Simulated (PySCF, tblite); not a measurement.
Compound: C₄H₈F₃O₂P.
SMILES with atom numbers: `[CH3:1][CH2:2][P@:3](=[O:4])([OH:5])[CH2:6][C:7]([F:8])([F:9])[F:10]` (hydrogens: H11, H12, H13 on C1; H14, H15 on C2; H16 on O5; H17, H18 on C6)

Structure used (GFN2-xTB), in Å, numbered top down from 1:
```
atom  x, y, z in Å
C1    -1.9826   -0.5980   -0.8695
C2    -1.2085   -0.6008    0.4383
P3     0.1296    0.6508    0.5040
O4     0.9392    0.6798    1.7213
O5    -0.6475    2.0450    0.2640
C6     1.1165    0.5738   -1.0691
C7     2.0499   -0.5970   -0.9676
F8     3.0958   -0.3655   -0.1796
F9     2.5493   -0.9615   -2.1651
F10    1.4260   -1.6855   -0.4855
H11   -2.2377    0.4202   -1.1542
H12   -2.9030   -1.1668   -0.7597
H13   -1.4009   -1.0529   -1.6674
H14   -1.8561   -0.3271    1.2762
H15   -0.7824   -1.5785    0.6562
H16   -0.4725    2.6157    1.0146
H17    0.4770    0.4624   -1.9423
H18    1.6990    1.4921   -1.1559
```

Theory: PBE0/pcSseg-1 in PySCF (dipole) on a GFN2-xTB geometry, gas phase.

Take the most abundant isotopes and a rigid rotor. The values belong to one conformer with, in the numbering `[CH3:1][CH2:2][P@:3](=[O:4])([OH:5])[CH2:6][C:7]([F:8])([F:9])[F:10]`, C1–C2–P3–O4 -178°, C2–P3–O5–H 122°, C2–P3–C6–C7 -79°.

Problem. Give the principal moments of inertia and the rotational constants in GHz.

Solution. Ia = 299.15, Ib = 595.21, Ic = 702.12 u·Å²; 505379 MHz·u·Å²/I gives 1689, 849.1 and 719.8 MHz, that is A = 1.6894, B = 0.8491, C = 0.7198 GHz.

Problem. Classify the top.

Solution. An asymmetric top. Ray's parameter κ = (2B − A − C)/(A − C) = -0.733; −1 is the prolate and +1 the oblate limit.

Problem. Is it planar, by Δ = Ic − Ia − Ib?

Solution. Not planar: Δ = Ic − Ia − Ib = -192.25 u·Å². For a rigid frame Δ = −2 Σ m c², so Σ m c² = 96.12 u·Å² lies off the ab plane: 12.24 from hydrogen and 83.88 from heavier atoms. The atom farthest from that plane is 1.73 Å away.

Problem. Give the other two planar moments, Paa and Pbb, and the rms extents of the mass along the axes.

Solution. Paa = Σ m a² = (Ib + Ic − Ia)/2 = 499.09 and Pbb = Σ m b² = (Ia + Ic − Ib)/2 = 203.03 u·Å². With the mass M = 176.02 u, the rms extents √(P/M) along a, b and c are 1.68, 1.07, 0.74 Å.

Problem. List the rotational levels J(Ka,Kc) to J = 4 (MHz).

Solution. Above 0(0,0):
J = 1: 1(0,1) 1569, 1(1,1) 2409, 1(1,0) 2538
J = 2: 2(0,2) 4693, 2(1,2) 5418, 2(1,1) 5805, 2(2,1) 8326, 2(2,0) 8340
J = 3: 3(0,3) 9345, 3(1,3) 9922, 3(1,2) 10697, 3(2,2) 13033, 3(2,1) 13101, 3(3,1) 17566, 3(3,0) 17567
J = 4: 4(0,4) 15491, 4(1,4) 15914, 4(1,3) 17200, 4(2,3) 19298, 4(2,2) 19495, 4(3,2) 23866, 4(3,1) 23873, 4(4,1) 30178, 4(4,0) 30178

Problem. Which types of transition are allowed, and where do some lines up to J = 3 fall?

Solution. The dipole components are |μa| = 2.48 D, |μb| = 2.05 D, |μc| = 2.19 D. Intensities carry the squares of the components, which stand as 1.00 : 0.68 : 0.78 (a : b : c). Some lines, for components of 0.1 D or more:

```csv
type,branch,"J(Ka,Kc)",MHz,lower level (cm⁻¹)
c,Q,"2(1,2) ← 2(0,2)",725,0.157
a,Q,"3(1,2) ← 3(1,3)",775,0.331
b,Q,"1(1,0) ← 1(0,1)",970,0.052
b,Q,"2(1,1) ← 2(0,2)",1113,0.157
a,R,"1(0,1) ← 0(0,0)",1569,0.000
b,R,"2(0,2) ← 1(1,1)",2284,0.080
c,Q,"3(2,2) ← 3(1,2)",2336,0.357
b,Q,"3(2,1) ← 3(1,2)",2404,0.357
c,Q,"2(2,1) ← 2(1,1)",2521,0.194
b,Q,"2(2,0) ← 2(1,1)",2535,0.194
c,R,"1(1,0) ← 0(0,0)",2538,0.000
b,Q,"2(2,1) ← 2(1,2)",2909,0.181
a,R,"2(1,1) ← 1(1,0)",3267,0.085
b,R,"3(0,3) ← 2(1,2)",3928,0.181
c,R,"2(1,1) ← 1(0,1)",4237,0.052
c,Q,"3(3,1) ← 3(2,1)",4465,0.437
b,Q,"3(3,0) ← 3(2,1)",4466,0.437
a,R,"3(2,2) ← 2(2,1)",4707,0.278
a,R,"3(2,1) ← 2(2,0)",4761,0.278
a,R,"3(1,2) ← 2(1,1)",4891,0.194
c,R,"2(2,0) ← 1(1,0)",5802,0.085
c,R,"2(2,1) ← 1(1,1)",5917,0.080
b,R,"2(2,0) ← 1(1,1)",5931,0.080
c,R,"3(2,2) ← 2(1,2)",7615,0.181
b,R,"3(3,1) ← 2(2,0)",9226,0.278
c,R,"3(3,0) ← 2(2,0)",9227,0.278
c,R,"3(3,1) ← 2(2,1)",9239,0.278
b,R,"3(3,0) ← 2(2,1)",9240,0.278
```

Its GFN2-xTB frequencies are all real (lowest 30 cm⁻¹). These are rigid-rotor constants of the computed structure; measured ground-state constants (B0) also hold zero-point vibration. A rigid rotor knows nothing of internal rotation, which can split or shift real lines.

Rough CPU time on one thread of a shared machine: about 2 min. This is the PBE0/pcSseg-1 job that gave the dipole, with the shieldings it also computed.
